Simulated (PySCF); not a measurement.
Geometry:
| atom | x (Å) | y (Å) | z (Å) |
| --- | --- | --- | --- |
| O1 | 2.001 | 1.179 | -0.401 |
| Si2 | 1.314 | -0.086 | 0.337 |
| O3 | 1.911 | -1.416 | -0.386 |
| N4 | -0.401 | 0.087 | 0.146 |
| Si5 | -0.992 | 1.701 | -0.155 |
| Si6 | -1.398 | -1.329 | 0.083 |
| H7 | 2.869 | 1.061 | -0.777 |
| H8 | 1.650 | -0.094 | 1.759 |
| H9 | 1.515 | -2.262 | -0.202 |
| H10 | -2.433 | 1.654 | 0.100 |
| H11 | -0.323 | 2.605 | 0.777 |
| H12 | -0.742 | 2.091 | -1.545 |
| H13 | -0.813 | -2.318 | 1.001 |
| H14 | -2.742 | -0.956 | 0.510 |
| H15 | -1.421 | -1.910 | -1.267 |

- shielding tensors at PBE0/pcSseg-1 (GIAO)
- GFN2-xTB geometry
- run in PySCF
- equivalent nuclei averaged, isolated molecule, one conformer, relativity neglected

Referencing at the same level of theory: TMS for 1H (31.72 ppm) and 29Si (349.16 ppm); H2O for 17O (336.08 ppm); 15N (267.73 ppm) vs NH3.

```
                  atoms  nucleus  count  δ (ppm)
                  H7/H9       1H      2     2.08
H10/H11/H12/H13/H14/H15       1H      6     4.76
                  O1/O3      17O      2     54.9
                     H8       1H      1        ?
                    Si2     29Si      1    -42.3
                Si5/Si6     29Si      2        ?
                     N4      15N      1     16.6
```

Q: Fill in the missing shifts.

A: 
- H8: 4.99 ppm, hydrogen on a silicon bonded to N, 2 O
- Si5/Si6: -54.6 ppm, silicon bonded to N, 3 H

OH and NH positions are those of a molecule without intermolecular hydrogen bonds; in solution they move with solvent, concentration and temperature, and exchange usually removes their couplings. Experimental scales use liquid or dissolved standards, which lie at an offset from isolated NH3 (liquid NH3: subtract about 20 ppm) and H2O (liquid H2O: subtract about 36 ppm).
